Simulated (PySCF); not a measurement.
**How methods differ on the ionisation energy of Ti²⁰⁺**

Ti²⁰⁺ 1s2 (1S) → Ti²¹⁺ 1s1 (2S), as a difference of total energies. Calculation: PySCF 2.14, in an even-tempered Gaussian basis (15 s from 18 bohr⁻², ratio 2.2; 7 p from 28 bohr⁻², ratio 2.4; 4 d from 85 bohr⁻², ratio 2.4; 3 f from 130 bohr⁻², ratio 2.4; 3 g from 190 bohr⁻², ratio 2.4); the non-relativistic Hamiltonian (point nucleus). Correlated levels: nothing frozen; virtual orbitals above 40 to 60 times the deepest correlated orbital energy dropped. The calculations carry no spin-orbit coupling.

```json
{"method": "UHF", "ionisation energy (eV)": "6214.0", "difference from reference (eV)": "-35.0"}
{"method": "LDA", "ionisation energy (eV)": "6193.5", "difference from reference (eV)": "-55.5"}
{"method": "PBE", "ionisation energy (eV)": "6211.6", "difference from reference (eV)": "-37.4"}
{"method": "PBE0", "ionisation energy (eV)": "6212.5", "difference from reference (eV)": "-36.5"}
{"method": "r2SCAN", "ionisation energy (eV)": "6215.4", "difference from reference (eV)": "-33.6"}
{"method": "TPSSh", "ionisation energy (eV)": "6215.4", "difference from reference (eV)": "-33.6"}
{"method": "M06-2X", "ionisation energy (eV)": "6215.3", "difference from reference (eV)": "-33.7"}
{"method": "MP2 (all electrons)", "ionisation energy (eV)": "6215.2", "difference from reference (eV)": "-33.8"}
{"method": "SCS-MP2 (all electrons)", "ionisation energy (eV)": "6215.5", "difference from reference (eV)": "-33.5"}
```

Reference: 6249.0 eV (theoretical estimate listed by NIST; NIST Atomic Spectra Database, ionization energies).

These non-relativistic numbers lack the scalar-relativistic shift.
